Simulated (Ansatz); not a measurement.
CH$_{8}$BFGaGeNSe (`[NH2][GeH2][B](CF)[GaH][SeH]`), relaxed with RKS PBE0-D4/def2-TZVP in the Gaussian-basis code of Ansatz from a GFN2-xTB geometry. The force threshold is 0.005 eV/Å; the program also tests the step.

Total charge 0; spin multiplicity 1.

Start:

```xyz
15

N    -1.772   -2.109   -0.087
Ge   -0.278   -1.461   -0.921
B     0.102    0.377   -0.249
C    -0.916    1.091    0.694
F    -0.326    2.327    1.131
Ga    1.654    1.783   -0.217
Se    3.686    1.522    0.942
H    -2.634   -1.607   -0.252
H    -1.964   -3.092   -0.229
H     0.769   -2.473   -0.537
H    -0.342   -1.606   -2.435
H    -1.863    1.376    0.222
H    -1.153    0.541    1.612
H     1.585    3.205   -0.908
H     3.454    0.125    1.233
```

(1) By how much does the energy fall, and how many steps does the optimiser take? (Best estimate.)

(2) Which bonds change most? (An estimate is asked.)

(3) Give the relaxed structure. (Estimate.)

## Answers

(1) Ansatz gave: 5.95 kcal/mol, in 14 steps.

(2) The calculation gave: Ge2–B3 from 1.994 to 2.062 Å; C4–F5 from 1.438 to 1.397 Å; Ge2–H10 from 1.506 to 1.542 Å; Ge2–H11 from 1.522 to 1.552 Å.

(3) The calculation gave: 
```xyz
15

N    -1.766   -2.061   -0.148
Ge   -0.225   -1.311   -0.856
B     0.064    0.581   -0.090
C    -0.969    1.100    0.935
F    -0.712    2.373    1.449
Ga    1.720    1.747   -0.517
Se    3.661    1.230    0.679
H    -2.619   -1.646   -0.500
H    -1.829   -3.059   -0.298
H     0.925   -2.237   -0.412
H    -0.211   -1.278   -2.408
H    -1.976    1.118    0.489
H    -1.046    0.400    1.781
H     1.944    2.905   -1.542
H     3.038    0.136    1.436
```
